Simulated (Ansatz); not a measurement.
Program: Ansatz 0.2.0.

A structure relaxed at PBE0-D4/def2-TZVP, charge 0, multiplicity 1:

Cartesian coordinates in Å:
```
C -1.268 0.257 1.231
Si -0.175 -0.503 -0.077
C -0.328 0.381 -1.714
C 1.625 -0.465 0.499
Cl 2.165 1.226 0.742
H -1.191 -0.287 2.176
H -2.315 0.243 0.919
H -0.979 1.295 1.413
H -0.513 -1.949 -0.246
H -0.013 1.422 -1.616
H 0.294 -0.092 -2.478
H -1.362 0.369 -2.066
H 1.762 -0.984 1.448
H 2.298 -0.913 -0.233
```

Task: Give its formula and SMILES.

Result: C3H9ClSi, `C[SiH](C)CCl`.

Task: Point group (tolerance 0.08 Å, 0.16 Å for H)?

Result: Cs.

Task: Summarise the bond lengths by kind.

Result: 3 × C–Si 1.866 to 1.891 Å; 8 × C–H 1.091 to 1.093 Å; 1 × H–Si 1.494 Å; 1 × C–Cl 1.791 Å.
